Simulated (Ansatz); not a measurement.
```xyz
6

O     1.488    2.529    0.018
C     0.950    1.499   -0.033
N     0.406    0.434   -0.094
Al   -0.522   -1.056   -0.072
Cl   -2.279   -1.094    1.047
H    -0.043   -2.313   -0.866
```

Charge 0, multiplicity 1.

Problem. List the ωB97M-V/def2-TZVPP orbital energies in eV (Ansatz 0.2.0). (An estimate is asked.)

Solution. Ansatz gave: Occupied: -2771.96, -1533.52, -527.45, -395.07, -285.47, -262.37, -199.81, -199.75, -199.73, -118.06, -77.72, -77.57, -77.52, -33.89, -28.88, -25.66, -18.53, -16.91, -15.95, -15.94, -14.10, -12.69, -12.18, -11.68, -11.35, -11.12. Lowest empty: 0.14, 1.29, 2.05, 3.22, 3.71, 3.77, 3.85, 4.80.
